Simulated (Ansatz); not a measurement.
ZrSi4O4H12⁻ (relaxed from a model of Zr(OSiH3)4, whose bonding it doesn't keep). Total charge -1; doublet. Geometry PBE0-D4/def2-SVP, that of the neutral singlet; atoms count from 1.

```xyz
21

Zr    0.000    0.000    0.000
O    -0.612    1.667    0.792
Si   -1.146    3.086    1.468
H    -0.632    3.209    2.865
H    -2.639    3.105    1.495
H    -0.658    4.247    0.664
O     1.834   -0.341    0.544
Si    3.406   -0.623    0.998
H     3.608   -0.202    2.418
H     4.335    0.152    0.123
H     3.719   -2.079    0.871
O    -0.088    0.133   -1.937
Si   -0.153    0.236   -3.593
H    -1.541   -0.053   -4.066
H     0.785   -0.755   -4.201
H     0.237    1.609   -4.033
O    -1.136   -1.458    0.601
Si   -2.107   -2.698    1.127
H    -3.365   -2.735    0.322
H    -2.455   -2.496    2.565
H    -1.392   -4.002    0.977
```

In the def2 sets Zr takes a core potential; there is no spin–orbit coupling. The highest occupied level of the charge -1 doublet lies above zero (up to 1.51 eV). By energy differences it is unbound by 0.39 eV (vertical, against the charge 0 singlet, at PBE0-D4/def2-TZVP) and held by the finite basis.

Problem. Estimate the Mulliken populations from the PBE0/def2-TZVP orbitals of Ansatz.

Solution. 
```tsv
atom	charge (e)	spin (α − β)	d electrons
Zr1	1.17	0.66	1.70
O2	-0.61	0.00	–
Si3	0.27	0.09	–
H4	-0.07	0.00	–
H5	-0.07	0.00	–
H6	-0.07	0.00	–
O7	-0.61	0.00	–
Si8	0.27	0.09	–
H9	-0.07	0.00	–
H10	-0.07	0.00	–
H11	-0.07	0.00	–
O12	-0.61	0.00	–
Si13	0.27	0.09	–
H14	-0.07	0.00	–
H15	-0.07	0.00	–
H16	-0.07	0.00	–
O17	-0.61	0.00	–
Si18	0.27	0.09	–
H19	-0.07	0.00	–
H20	-0.07	0.00	–
H21	-0.07	0.00	–
```
Mulliken values depend strongly on the basis.

Problem. Where does the spin sit?

Solution. Summed by element: Zr 0.66, O -0.01, Si 0.36, H -0.01, of 1 unpaired in all. Largest on single atoms: Zr1 0.66, Si8 0.09, Si3 0.09.

Problem. And the Mayer bond orders between heavy atoms (over 0.3)?

Solution. Zr1–O2 0.84 (1.94 Å); Zr1–O7 0.84 (1.94 Å); Zr1–O12 0.84 (1.94 Å); Zr1–O17 0.84 (1.94 Å); O2–Si3 1.20 (1.66 Å); O7–Si8 1.20 (1.66 Å); O12–Si13 1.20 (1.66 Å); O17–Si18 1.20 (1.66 Å).
